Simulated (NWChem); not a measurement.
# What each level costs for C₂H₂N₂O

SMILES: c1ocnn1
```xyz
7

C      1.0562     0.0000    -0.2714
N      0.6974     0.0000     0.9792
N     -0.6974     0.0000     0.9792
C     -1.0562     0.0000    -0.2714
O      0.0000     0.0000    -1.1327
H      2.0667     0.0000    -0.6954
H     -2.0667     0.0000    -0.6954
```
Charge 0, spin multiplicity 1.

Program: NWChem. Structure: optimised with PBE/def2-SVP, a minimum by its harmonic frequencies.

Basis set: cc-pVDZ (80 functions). Each entry is one whole single-point run; the coupled-cluster runs use the TCE module, and the SCF and DFT modules converge to different thresholds.

The correlated methods keep 5 core orbitals frozen. B3LYP has NWChem's definition, with VWN1-RPA local correlation. The structure started from a generated list of species.

**Question.** Roughly how much processor time does each of these take, relative to RHF: MP2, RI-MP2, B2PLYP, PBE, B3LYP, PBE0, CR-CCSD(T)?

**Answer.** RI-MP2 about the same, within a factor of 3; PBE0 about the same, within a factor of 3; B3LYP about the same, within a factor of 3; PBE about the same, within a factor of 3; MP2 about 3; B2PLYP about 3; CR-CCSD(T) about 30 (rough ratios from shared machines).
